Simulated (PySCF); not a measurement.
The free ion Ru4+ in its d4 configuration.

Method (PySCF 2.14, density fitting): CASSCF(4,5) with orbitals averaged over all microstates of the shell, strongly contracted NEVPT2 on the averaged canonical orbitals; basis x2c-TZVPall; spin-free X2C; gas phase; spin-orbit coupling by state interaction with the mean-field operator over all roots.

CASSCF energies above the lowest CASSCF root:

```
state  CASSCF / cm⁻¹
   5D              0
   3H          19403
   3P          21875
   3F          22313
   3G          24190
   1I          29105
   3D          30892
   1G          30911
   1S          35911
   1D          37968
   1F          43465
   3F          51150
   3P          51588
   1G          58126
   1D          77876
   1S         101314
```

Task: How does dynamic correlation (SC-NEVPT2) move these states?

Result: 
| state | NEVPT2 / cm⁻¹ | shift / cm⁻¹ |
| --- | --- | --- |
| 5D | 0 | 0 |
| 3H | 18212 | -1191 |
| 3P | 19788 | -2087 |
| 3F | 20227 | -2086 |
| 3G | 21879 | -2311 |
| 1I | 27238 | -1866 |
| 3D | 27089 | -3803 |
| 1G | 27755 | -3156 |
| 1S | 31036 | -4875 |
| 1D | 34521 | -3446 |
| 1F | 38823 | -4642 |
| 3F | 46185 | -4965 |
| 3P | 46184 | -5404 |
| 1G | 52756 | -5370 |
| 1D | 69325 | -8551 |
| 1S | 90873 | -10441 |

In the ligand-field fit B goes from 957 to 843 cm⁻¹, C goes from 3893 to 3573 cm⁻¹.

These are spin-free levels; spin-orbit coupling mixes and splits them, by more than some of the gaps here.
